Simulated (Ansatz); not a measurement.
Molecule: CH$_{5}$In (charge 0, singlet). SMILES: [CH3][InH2]
Geometry: optimised at B3LYP-D3(BJ)/def2-TZVP (Ansatz, a first-principles code).

Property: vertical ionisation energy (to the doublet state of charge +1; each state is the SCF solution reached for its spin), in eV. Valence correlation only, unless marked. Open shells are spin-unrestricted. No spin-orbit coupling. The frozen core is the preceding noble-gas configuration, with the filled d and f shells of earlier blocks. Past Kr the def2 sets carry scalar-relativistic core potentials. CBS(X,Y): correlation extrapolated as X^-3; Hartree-Fock from the larger set.

```csv
level,program,vertical ionisation energy (eV)
SVWN5/def2-TZVPD,Ansatz,___
r2SCAN/def2-TZVPD,Ansatz,9.52
B3LYP/def2-TZVPD,Ansatz,9.67
PBE0/def2-TZVPD,Ansatz,9.63
BHLYP/def2-TZVPD,Ansatz,___
wB97X-V/def2-TZVPD,Ansatz,___
B2PLYP/def2-TZVPD,Ansatz,9.68
SCS-MP2/def2-SVPD,Ansatz,9.78
SCS-MP2/def2-TZVPPD,Ansatz,9.84
CCSD/def2-QZVPPD,Ansatz,9.73
"CCSD(T)/CBS(def2-TZVPPD,def2-QZVPPD)",Ansatz,___
```

Task: Fill in the missing entries.

Result: 
- SVWN5/def2-TZVPD, vertical ionisation energy (eV): 9.75
- BHLYP/def2-TZVPD, vertical ionisation energy (eV): 9.60
- wB97X-V/def2-TZVPD, vertical ionisation energy (eV): 9.79
- CCSD(T)/CBS(def2-TZVPPD,def2-QZVPPD), vertical ionisation energy (eV): 9.83
